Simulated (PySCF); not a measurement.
H₄O₄Ta, SMILES [OH][Ta]([OH])([OH])[OH] (connectivity only; charge and spin as stated), neutral, multiplicity 2.

Geometry optimised at r2SCAN-D4/def2-SVP. The spin state was assumed, not searched. The def2 effective core potentials stand for the cores of Ta; spin–orbit coupling is left out. Other conformers were not sampled.

Two levels are set side by side: PBE/def2-TZVP (PySCF) and CAM-B3LYP/def2-TZVP (PySCF). Same geometry, gas phase. Differences are taken from unrounded values.

```json
[
 {"quantity": "α-spin orbital gap (eV)", "CAM-B3LYP": "7.28"},
 {"quantity": "β-spin orbital gap (eV)", "CAM-B3LYP": "9.38"},
 {"quantity": "dipole moment (D)", "CAM-B3LYP": "1.50"},
 {"quantity": "mean polarisability (bohr³)", "CAM-B3LYP": "57.0"}
]
```

Question: What does PBE give, and how far is it from CAM-B3LYP? (The exact figures need the calculation; the answer reports its results.)

Answer: 
```csv
quantity,PBE,PBE minus CAM-B3LYP
α-spin orbital gap (eV),2.71,-4.57
β-spin orbital gap (eV),4.58,-4.80
dipole moment (D),1.41,-0.09
mean polarisability (bohr³),63.9,6.9
```

Loosely held outer electrons make PBE densities more polarisable. Differences between two approximate levels are no errors against the true value.

Rough cost on one machine, each run with all the roots and properties that it gave: CAM-B3LYP against PBE within a factor of 2.
